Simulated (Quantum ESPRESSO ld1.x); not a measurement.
Values are calculated unless marked as measured or tabulated.
Is Fe- bound? Neutral atom [Ar] 3d6 4s2, anion [Ar] 3d7 4s2. Non-relativistic spherical Kohn-Sham, ld1.x of Quantum ESPRESSO 7.5; with spin, open shells are filled with parallel spins first. "No" means that the self-consistent cycle ended without a solution in which all occupied levels of the anion are bound.

| method | e(HOMO) neutral (eV) | anion bound | e(HOMO) anion (eV) | EA, Delta-SCF (eV) | <r> HOMO anion (bohr) |
|---|---|---|---|---|---|
| LDA (Slater exchange, Perdew-Zunger correlation), spin-polarised | 4s down -5.000 | no | - | - | - |
| LDA (Slater exchange, Perdew-Zunger correlation) + SIC, spin-polarised | 4s down -7.627 | yes | 4s down -0.840 | 0.736 | 4.47 |
| LDA (Slater exchange, Perdew-Wang correlation) + SIC, spin-polarised | 4s down -7.600 | yes | 4s down -0.820 | 0.682 | 4.50 |
| LDA (Slater exchange, Perdew-Zunger correlation) + Latter tail, spin-polarised | 4s down -6.331 | no | - | - | - |
| PBE, spin-unpolarised | 4s -5.201 | no | - | - | - |
| Slater X-alpha with alpha = 1, spin-unpolarised | 4s -6.497 | no | - | - | - |

A bound anion was found by 2 of 6 methods. Tabulated electron affinity: 0.151 eV (CRC Handbook (2014) and Andersen, Phys. Rep. 394, 157 (2004), with later updates, as tabulated in mendeleev). With the Latter tail the total energy is not variational, so no affinity is given for it.

Beside tabulated values, note that spin-unpolarised runs miss the spin-polarisation part of the exchange energy of open shells.
